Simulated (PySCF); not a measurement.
C6H12Si.
Cartesian coordinates in Å at the PBE0-D3(BJ)/def2-SVP level; atoms count from 1:
```
atom  x, y, z in Å
C1     2.506   -0.144   -0.682
C2     2.083   -0.246    0.584
Si3    0.278   -0.084    1.084
C4    -0.590    1.464    0.394
C5    -1.491    0.911   -0.722
C6    -2.041   -0.449   -0.280
C7    -0.869   -1.318    0.201
H8     3.562   -0.240   -0.959
H9     1.813    0.043   -1.512
H10    2.836   -0.434    1.360
H11    0.196   -0.166    2.577
H12    0.100    2.246    0.043
H13   -1.205    1.911    1.193
H14   -2.303    1.609   -0.985
H15   -0.895    0.770   -1.642
H16   -2.752   -0.294    0.551
H17   -2.611   -0.934   -1.090
H18   -0.324   -1.741   -0.660
H19   -1.190   -2.167    0.824
```

Computed, not measured: TDDFT wB97X-D/def2-SVPD, vertical, gas phase, core orbitals frozen in the response (PySCF).

Transition dipole moments from the ground state, in atomic units and in the frame of the coordinates above (overall signs are arbitrary), for the states with f of 0.002 or more among the lowest 9:

```
state  E (eV)      μx      μy      μz
   S1   6.384  -0.110   0.132   0.074
   S2   6.497   1.076  -0.018  -0.543
   S3   7.339   0.017   0.197  -0.005
   S4   7.492   0.066   0.612   0.063
   S5   7.615   0.063   0.075  -0.816
   S7   8.090   0.032   0.207   0.005
   S9   8.459   0.002  -0.255  -0.051
```

Question: Work out the oscillator strengths.

Answer: f = (2/3) ΔE |μ|² with ΔE in hartree (27.2114 eV).

| state | \|μ\|² (au) | \|μ\| (D) | f |
| --- | --- | --- | --- |
| S1 | 0.035 | 0.48 | 0.005 |
| S2 | 1.453 | 3.06 | 0.231 |
| S3 | 0.039 | 0.50 | 0.007 |
| S4 | 0.383 | 1.57 | 0.070 |
| S5 | 0.675 | 2.09 | 0.126 |
| S7 | 0.044 | 0.53 | 0.009 |
| S9 | 0.067 | 0.66 | 0.014 |

Question: Which bond between heavy atoms lies closest to the direction of the S2 transition dipole?

Answer: C2–Si3, at 12° from it; next C1–C2 at 45°.

Question: What angle do the transition dipoles of S4 and S5 make?

Answer: |cos θ| = |μa·μb| / (|μa| |μb|) = 0.00, so θ ≈ 90° (taken between 0 and 90°, since the signs are arbitrary).

Question: What peak molar absorption coefficient would the strongest computed level give as a lone Gaussian band 0.5 eV wide at half height?

Answer: ε(max) = 2.175×10⁸ f / FWHM, with the width in cm⁻¹. S2: 2.175×10⁸ × 0.2312 / 4033 ≈ 12000 L mol⁻¹ cm⁻¹.

All these states lie below the vertical ionisation energy of 9.37 eV (ΔSCF).

The run took 3.4 min wall on one thread of an Arm Neoverse V2, no GPU, shared host with 96 logical CPUs at a one-minute load of 18, and the process peaked at 1.2 GiB of memory.

One conformer stands for the species.
